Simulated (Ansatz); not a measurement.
`CC1B[Te]1` → `B1C[Te]1` + `[CH2]` (triplet) at 600 K and 1 bar (formal loss of a carbene).

Gas-phase electronic energies from Ansatz, PBE0-D4/def2-TZVP geometries. CCSD(T)/CBS is the MP2 limit (def2-TZVPP, def2-QZVPP) plus CCSD(T) − MP2 in def2-TZVPP, frozen cores. This one scheme is used for every species. Triplets are unrestricted, without spin–orbit coupling. Elements past krypton have def2 core potentials. For Te outer-core shells are correlated without core-valence functions, which leaves a few kJ/mol of doubt a bond.

```csv
species,CCSD(T)/CBS energy (Eh),H − E (kJ/mol),S (J/(mol·K))
`CC1B[Te]1`,-371.61894,222.0,388.2
`B1C[Te]1`,-332.35591,134.2,334.3
`[CH2]` (triplet),-39.09499,66.5,220.8
```

H − E and S are ideal-gas, rigid-rotor, harmonic terms from PBE0-D4/def2-TZVP, for one conformer and one mirror image of each species, with the whole ground term of open shells counted as degenerate. 1 Eh = 2625.50 kJ/mol, R = 8.31446 J/(mol·K).

By hand: ΔE, ΔH, ΔS and ΔG.

ΔE = (-332.35591) + (-39.09499) − (-371.61894) = 0.16804 Eh = 441.2 kJ/mol. Δ(H − E) = 134.2 + 66.5 − 222.0 = -21.3, so ΔH = 419.9 kJ/mol. ΔS = 334.3 + 220.8 − 388.2 = 166.9 J/(mol·K). ΔG = 419.9 − 600 × (166.9)/1000 = 319.8 kJ/mol.

By hand: the equilibrium constant, and the temperature at which ΔG would vanish if ΔH and ΔS stayed fixed.

log₁₀ K = −ΔG/(RT ln 10) = -27.8. ΔG = 0 at ΔH/ΔS = 2516 K, far beyond where these terms or the molecules hold.

The number of gas molecules changes by +1, which sets the sign of ΔS. A doubt of 5 kJ/mol in ΔE shifts log₁₀ K by 0.4 here. Other conformers and mirror images would add mixing entropy, several J/(mol·K) or more a flexible species. A triplet takes part, so the spin changes. These are equilibria of isolated gas molecules and say nothing of rates. Largest T1 diagnostic: 0.018 (customary marks: 0.02 for closed shells, 0.045 for open ones).
